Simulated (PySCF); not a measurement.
Harmonic spectrum computed at PBE0 in the def2-SVP basis family (core potentials from Rb on, PySCF, no spin–orbit coupling):

| symmetry | ω (cm⁻¹) | IR (km/mol) |
| --- | --- | --- |
| au | 107 | 10.0 |
| bu | 143 | 17.2 |
| au | 307 | 200 |
| ag | 392 | 0.0 |
| bu | 450 | 366 |
| ag | 673 | 0.0 |
| bu | 830 | 139 |
| bu | 3982 | 246 |
| ag | 3985 | 0.0 |

Task: Which molecule gave it? In each, all ligands are bound to the one heavy central atom.
A. Co(OH)₂ (quartet)
B. Cu(OH)₂ (doublet)
C. Cr(OH)₂ (quintet)
D. Rh(OH)₂ (quartet)

Result: A. It has C2h symmetry with Co–O 1.735 Å (×2), O–H 0.958 Å (×2).
